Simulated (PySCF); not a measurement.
NICS in rings of unrelated molecules.

NICS is the negative of the GIAO shielding at a point without a nucleus: at the ring centre (0) and 1 Å above and below it (1); zz is the component along the ring normal. Level: GIAO PBE0/pcSseg-1 (PySCF, non-relativistic, gas phase) on the GFN2-xTB geometries, one conformer each. Atom numbers follow the mapped SMILES.

**Question.** Order these rings by mean NICS(1)zz, lowest (most negative) first (ppm).
A. ring C4–C5–C6 in `[NH2:1][N:2]([SiH3:3])[CH:4]1[CH2:5][CH2:6]1`
B. ring S2–C4–C5–C6–C8 in `[O:1]=[S:2]1(=[O:3])[CH2:4][CH:5]=[C:6]([F:7])[CH2:8]1`
C. ring N4–C5–C6–N7–N8 in `[CH3:1][CH:2]([CH3:3])[n:4]1[cH:5][cH:6][n:7][n:8]1`
D. ring C2–C3–P4–C5–C7–N8 in `[CH3:1][c:2]1[cH:3][p:4][c:5]([Cl:6])[cH:7][n:8]1`
E. ring C4–C5–N6–C7–P8–C9 in `[CH3:1][N:2]([CH3:3])[c:4]1[cH:5][n:6][cH:7][p:8][c:9]1[C:10]#[N:11]`
F. ring C3–C4–N5–N6–N7 in `[CH3:1][CH2:2][c:3]1[cH:4][n:5][n:6][n:7]1[CH3:8]`
G. ring C2–C3–O4–C5–C6–O11 in `[F:1][C:2]1=[CH:3][O:4][CH:5]=[C:6]([C:7]([F:8])([F:9])[F:10])[O:11]1`

**Answer.** C (-33.7), F (-32.3), D (-23.5), A (-21.9), E (-20.0), B (-2.3), G (19.2).

| SMILES | ring | NICS(0) | NICS(1) | NICS(1)zz | HOMA | rms pucker (Å) | ring atoms with four or more neighbours |
| --- | --- | --- | --- | --- | --- | --- | --- |
| CC(C)n1ccnn1 | 5-membered ring with 3 N; formal bonds all aromatic | -13.0 | -13.3 | -33.7 | 0.95 | 0.00 | 0 |
| CCc1cnnn1C | 5-membered ring with 3 N; formal bonds all aromatic | -12.6 | -12.9 | -32.3 | 0.95 | 0.00 | 0 |
| Cc1cpc(Cl)cn1 | 6-membered ring with N and P; formal bonds all aromatic | -6.2 | -9.9 | -23.5 | 0.93 | 0.00 | 0 |
| NN([SiH3])C1CC1 | 3-membered carbocycle; formal bonds all single | -41.0 | -8.6 | -21.9 | – | 0.00 | 3 |
| CN(C)c1cncpc1C#N | 6-membered ring with N and P; formal bonds all aromatic | -6.0 | -9.0 | -20.0 | 0.82 | 0.02 | 0 |
| O=S1(=O)CC=C(F)C1 | 5-membered ring with S; formal bonds 1 double, 4 single | -5.5 | -3.0 | -2.3 | – | 0.14 | 3 |
| FC1=COC=C(C(F)(F)F)O1 | 6-membered ring with 2 O; formal bonds 2 double, 4 single | 5.9 | 4.3 | 19.2 | -0.81 | 0.00 | 0 |

NICS(0) gives another order. The isotropic NICS(1) gives another order. Over the 5 rings with a HOMA value its correlation coefficient with NICS(1)zz is -0.98. HOMA uses Krygowski's 1993 parameters; it is left out where a ring has a four-coordinate atom, a triple bond, no multiple bond or a kind of bond without parameters. NICS(1) and NICS(1)zz are means over the two faces.
